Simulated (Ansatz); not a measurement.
Calculated with Ansatz (gas phase, PBE0-D4/def2-TZVP geometries, no zero-point term in ΔE). CCSD(T)/CBS adds triple-zeta CCSD(T) − MP2 to the extrapolated MP2 energy (def2 sets, frozen cores). Functionals use def2-TZVPP. B3LYP here is the variant with VWN-RPA as its local correlation; programs differ in this. def2 core potentials past Kr. For W outer-core shells are correlated without core-valence functions, which leaves a few kJ/mol of doubt a bond. One conformer a species, not always the lowest.

Consider the substitution at a C–O bond: `C[O][W](=[O])([F])=[S]` + `NC(F)S` → `CSC(N)F` + `[O]=[W]([OH])([F])=[S]`.

```json
{"level": "PBE0-D4", "ΔE (kJ/mol)": "-49.6", "difference from CCSD(T)/CBS": "1.4"}
{"level": "B3LYP-D4", "ΔE (kJ/mol)": "-42.9", "difference from CCSD(T)/CBS": "8.1"}
{"level": "ωB97X-V", "ΔE (kJ/mol)": "-48.4", "difference from CCSD(T)/CBS": "2.6"}
{"level": "ωB97M-V", "ΔE (kJ/mol)": "-51.6", "difference from CCSD(T)/CBS": "-0.6"}
{"level": "B2PLYP", "ΔE (kJ/mol)": "-44.9", "difference from CCSD(T)/CBS": "6.1"}
{"level": "PBE", "ΔE (kJ/mol)": "-48.8", "difference from CCSD(T)/CBS": "2.2"}
{"level": "r2SCAN", "ΔE (kJ/mol)": "-50.0", "difference from CCSD(T)/CBS": "1.0"}
{"level": "B3LYP", "ΔE (kJ/mol)": "-42.5", "difference from CCSD(T)/CBS": "8.5"}
{"level": "HF/def2-TZVPP", "ΔE (kJ/mol)": "-36.5", "difference from CCSD(T)/CBS": "14.5"}
{"level": "CCSD/def2-TZVPP", "ΔE (kJ/mol)": "-44.5", "difference from CCSD(T)/CBS": "6.5"}
{"level": "CCSD(T)/def2-TZVPP", "ΔE (kJ/mol)": "-45.1", "difference from CCSD(T)/CBS": "5.9"}
{"level": "HF/def2-QZVPP", "ΔE (kJ/mol)": "-36.1", "difference from CCSD(T)/CBS": "14.9"}
{"level": "MP2/def2-QZVPP", "ΔE (kJ/mol)": "-53.1", "difference from CCSD(T)/CBS": "-2.1"}
{"level": "SCS-MP2/def2-QZVPP", "ΔE (kJ/mol)": "-48.8", "difference from CCSD(T)/CBS": "2.2"}
{"level": "MP2/CBS(def2)", "ΔE (kJ/mol)": "-55.8", "difference from CCSD(T)/CBS": "-4.8"}
{"level": "CCSD/CBS(def2)", "ΔE (kJ/mol)": "-50.5", "difference from CCSD(T)/CBS": "0.5"}
{"level": "CCSD(T)/CBS", "ΔE (kJ/mol)": "-51.0", "difference from CCSD(T)/CBS": "0"}
```

Largest T1 diagnostic among the species: 0.023, so the coupled-cluster value is less sure than usual.

In def2-TZVPP, CCSD(T) changes the Hartree–Fock value by −8.6 kJ/mol (the triples alone add −0.5 kJ/mol) and MP2 by −13.4 kJ/mol.
